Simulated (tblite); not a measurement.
Species: C4H8OP2.
Cartesian coordinates in Å at the GFN2-xTB level; atoms count from 1:
```
atom  x, y, z in Å
C1    -1.6972   -1.2532   -0.0781
P2    -0.6758   -0.1775    1.0320
C3     0.9068   -0.5204    0.3324
C4     2.0472   -0.7250   -0.0220
P5     3.6202   -1.1934   -0.6580
C6    -0.9517    1.4483    0.1208
O7    -2.2616    1.9105    0.3366
H8    -1.3567   -1.1836   -1.1101
H9    -1.6291   -2.2852    0.2606
H10   -2.7335   -0.9256   -0.0111
H11    4.3439   -0.6752    0.4231
H12    3.8002   -0.0254   -1.4099
H13   -0.8476    1.3021   -0.9584
H14   -0.2016    2.1803    0.4514
H15   -2.3678    2.1311    1.2688
```

Method: GFN2-xTB as coded in tblite; computed harmonic values from a numerical Hessian at the method's own geometry, unscaled. Errors from tens to a few hundred cm⁻¹ against measured bands are possible. Modes of hydrogen on phosphorus can be 10 to 20 % off. One conformer, not necessarily the lowest.

Harmonic wavenumbers (cm⁻¹): 32.5, 58.6, 66.8, 101.4, 131.3, 182.0, 207.9, 238.4, 276.9, 320.8, 328.8, 367.6, 481.0, 683.6, 729.4, 809.4, 827.4, 844.4, 865.0, 898.6, 913.8, 1062.3, 1105.8, 1125.9, 1245.8, 1305.4, 1313.7, 1432.3, 1440.9, 1445.8, 2201.3, 2226.3, 2278.0, 2872.3, 2944.5, 2999.1, 3013.6, 3019.0, 3539.1.

A = 4050, B = 660.8, C = 609.2 MHz; mass 134.005 u (most abundant isotopes); point group C1, symmetry number 1.

What is the zero-point energy?

Half the sum of the wavenumbers: 22968 cm⁻¹ = 274.76 kJ/mol.

Entropy at 200 K, 1 bar (ideal gas, RRHO, classical rotation)?

Translation 161.64, rotation 119.15, vibration 102.49: S = 383.3 J/(mol K).

And Cp and H(200 K) − H(0)?

Cp = 126.75 J/(mol K), of which vibrations give 93.49 (their classical limit is 39 R = 324.3); H(200 K) − H(0) = 17.17 kJ/mol without the zero-point energy, 10.52 from vibrations.

How do the functions run with temperature in this model?

```csv
T (K),S (J/(mol K)),Cp (J/(mol K)),H − H(0) (kJ/mol),G − H(0) (kJ/mol),ln q(vib)
100,308.7,90.2,6.21,-24.66,2.66
300,440.6,157.9,31.42,-100.77,9.00
500,534.1,209.1,68.44,-198.59,14.33
800,643.9,258.1,139.15,-376.00,21.21
1000,704.0,279.8,193.05,-510.93,25.24
```

q(vib) and H(0) count from the zero-point level.

What must be added to the electronic energy to get the Gibbs energy at 200 K and 1 bar?

ZPE + [H(200 K) − H(0)] − T·S = 274.76 + 17.17 − 76.66 = 215.27 kJ/mol.

Hindered rotation and anharmonicity are outside this model. Other conformers, if any are populated, would add a mixing term that is left out. The structure is chiral; the term R ln 2 for an equal mix with its mirror image is left out.
